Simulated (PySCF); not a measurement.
**Cr⁺ (chromium, charge +1) across methods**

[Ar] 3d4 4p1, one real determinant (an excited configuration). Computed with PySCF 2.14 in aug-cc-pVDZ-DK, with scalar relativity by spin-free X2C-1e.

```tsv
method	E (hartree)	mean ε 3p β (eV)	mean ε 3d α (eV)	mean ε 4p α (eV)	Σ⟨r²⟩ (bohr²)	⟨S²⟩
BHandHLYP	-1050.294	-61.112	-20.523	-9.270	31.39	8.751
wB97M-V	-1050.214	-61.140	-20.872	-10.360	31.45	8.750
r2SCAN	-1050.275	-56.379	-16.609	-8.465	30.93	8.751
PBE	-1050.070	-55.654	-16.239	-8.421	31.04	8.750
BP86	-1050.449	-55.836	-16.292	-8.520	30.87	8.750
PW91	-1050.366	-55.742	-16.322	-8.465	30.97	8.750
UHF	-1049.25101	-65.486	-24.550	-10.162	32.33	8.751
PBE0	-1050.103	-58.448	-18.464	-8.953	31.15	8.751
LDA	-1047.965	-55.728	-16.364	-8.467	30.79	8.750
```

⟨L²⟩ = 8.01 against 12 for a pure F term, so this real determinant mixes terms.
